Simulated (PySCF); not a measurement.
C4H9, doublet, geometry from GFN2-xTB; MP2/6-311G** (PySCF).

PySCF was given this input:
```python
from pyscf import gto, scf, mp

mol = gto.M(
    atom='''
C     1.922369    0.444329    0.102332
C     0.534671    0.501369   -0.378714
C    -0.389795   -0.474094    0.393120
C    -1.822350   -0.403519   -0.116075
H     2.597646   -0.301048   -0.270897
H     2.227063    1.019979    0.954784
H     0.130018    1.509443   -0.253950
H     0.487944    0.233533   -1.437771
H    -0.005336   -1.489284    0.278812
H    -0.360876   -0.221881    1.454740
H    -2.455535   -1.094157    0.436844
H    -2.222835    0.600863    0.004426
H    -1.867459   -0.665958   -1.170962
''',
    basis='6-311g**',
    charge=0,
    spin=1,
    verbose=4,
)

mf = scf.UHF(mol)
mf.kernel()

pt = mp.MP2(mf)
pt.kernel()
print('E(MP2) = %.10f' % pt.e_tot)
```

### Question
Predict the main parts of the log of this PySCF run.

### Answer

```
PySCF version 2.14.0

[INPUT] verbose = 4
[INPUT] num. atoms = 13
[INPUT] num. electrons = 33
[INPUT] charge = 0
[INPUT] spin (= nelec alpha-beta = 2S) = 1
[INPUT] symmetry False subgroup None
[INPUT] Mole.unit = angstrom
[INPUT] Symbol           X                Y                Z      unit          X                Y                Z       unit  Magmom
[INPUT]  1 C      1.922369000000   0.444329000000   0.102332000000 AA    3.632750920354   0.839660119202   0.193379453779 Bohr   0.0
[INPUT]  2 C      0.534671000000   0.501369000000  -0.378714000000 AA    1.010381756747   0.947450097347  -0.715665739539 Bohr   0.0
[INPUT]  3 C     -0.389795000000  -0.474094000000   0.393120000000 AA   -0.736605794725  -0.895907817300   0.742889134089 Bohr   0.0
[INPUT]  4 C     -1.822350000000  -0.403519000000  -0.116075000000 AA   -3.443742403101  -0.762540396058  -0.219349959909 Bohr   0.0
[INPUT]  5 H      2.597646000000  -0.301048000000  -0.270897000000 AA    4.908839508572  -0.568898270348  -0.511921137966 Bohr   0.0
[INPUT]  6 H      2.227063000000   1.019979000000   0.954784000000 AA    4.208539132152   1.927480962808   1.804280268117 Bohr   0.0
[INPUT]  7 H      0.130018000000   1.509443000000  -0.253950000000 AA    0.245698411264   2.852433870642  -0.479895949333 Bohr   0.0
[INPUT]  8 H      0.487944000000   0.233533000000  -1.437771000000 AA    0.922080524125   0.441313411048  -2.716993419842 Bohr   0.0
[INPUT]  9 H     -0.005336000000  -1.489284000000   0.278812000000 AA   -0.010083578601  -2.814338881697   0.526878320242 Bohr   0.0
[INPUT] 10 H     -0.360876000000  -0.221881000000   1.454740000000 AA   -0.681956804929  -0.419294322245   2.749060182450 Bohr   0.0
[INPUT] 11 H     -2.455535000000  -1.094157000000   0.436844000000 AA   -4.640288639284  -2.067657067276   0.825515519159 Bohr   0.0
[INPUT] 12 H     -2.222835000000   0.600863000000   0.004426000000 AA   -4.200549370098   1.135466508385   0.008363927827 Bohr   0.0
[INPUT] 13 H     -1.867459000000  -0.665958000000  -1.170962000000 AA   -3.528986058854  -1.258478230463  -2.212797482273 Bohr   0.0

nuclear repulsion = 123.694615105583
number of shells = 68
number of NR pGTOs = 196
number of NR cGTOs = 126
basis = 6-311g**
ecp = {}

******** <class 'pyscf.scf.uhf.UHF'> ********
method = UHF
initial guess = minao
damping factor = 0
level_shift factor = 0
DIIS = <class 'pyscf.scf.diis.CDIIS'>
diis_start_cycle = 1
diis_space = 8
diis_damp = 0
SCF conv_tol = 1e-09
SCF conv_tol_grad = None
SCF max_cycles = 50
direct_scf = True
direct_scf_tol = 1e-13
number electrons alpha = 17  beta = 16
Set gradient conv threshold to 3.16228e-05
init E= -157.167990592006

cycle= 1 E= -156.650678463341  delta_E= 0.517  |g|= 0.245  |ddm|= 1.76
cycle= 2 E= -156.699470112735  delta_E= -0.0488  |g|= 0.0794  |ddm|= 0.312
cycle= 3 E= -156.705160419945  delta_E= -0.00569  |g|= 0.0317  |ddm|= 0.124
cycle= 4 E= -156.706044634015  delta_E= -0.000884  |g|= 0.0112  |ddm|= 0.039
cycle= 5 E= -156.7062526581  delta_E= -0.000208  |g|= 0.00476  |ddm|= 0.0227
cycle= 6 E= -156.706292405156  delta_E= -3.97e-05  |g|= 0.00193  |ddm|= 0.00991
cycle= 7 E= -156.706299195961  delta_E= -6.79e-06  |g|= 0.000672  |ddm|= 0.00428
cycle= 8 E= -156.706300051337  delta_E= -8.55e-07  |g|= 0.000221  |ddm|= 0.00146
cycle= 9 E= -156.706300144511  delta_E= -9.32e-08  |g|= 8.8e-05  |ddm|= 0.000549
cycle= 10 E= -156.706300155713  delta_E= -1.12e-08  |g|= 4.44e-05  |ddm|= 0.000177
cycle= 11 E= -156.706300159653  delta_E= -3.94e-09  |g|= 1.77e-05  |ddm|= 0.000121
cycle= 12 E= -156.706300160343  delta_E= -6.9e-10  |g|= 7.27e-06  |ddm|= 4.74e-05
Extra cycle  E= -156.706300160411  delta_E= -6.81e-11  |g|= 4.8e-06  |ddm|= 1.08e-05
converged SCF energy = -156.706300160411  <S^2> = 0.76277235  2S+1 = 2.0127318

******** <class 'pyscf.mp.ump2.UMP2'> ********
nocc = (np.int64(17), np.int64(16)), nmo = (126, 126)
E(UMP2) = -157.366983455081  E_corr = -0.660683294670002
E(SCS-UMP2) = -157.378624635698  E_corr = -0.672324475287094
E_corr(same-spin) = -0.139033244211818
E_corr(oppo-spin) = -0.521650050458185
E(MP2) = -157.3669834551
```
